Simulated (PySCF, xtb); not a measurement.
Ga(Cl)2(SH) (Cl2GaHS), SMILES [SH][Ga]([Cl])[Cl]. One conformer was computed; it need not be the lowest.

Harmonic wavenumbers (cm⁻¹) from GFN2-xTB in xtb at its own minimum, in rising order: 99, 113, 116, 199, 312, 385, 398, 634, 2379.

Task: What does PySCF 2.14.0 with PBE0-D3(BJ)/def2-SVP give at its own minimum? (Estimate from the structure and the level; the computed values follow.)

Result: 108, 125, 134, 271, 367, 459, 466, 716, 2713. Paired by order, the mean absolute difference is 80 cm⁻¹ and the zero-point energies are 6.6 and 7.7 kcal/mol.
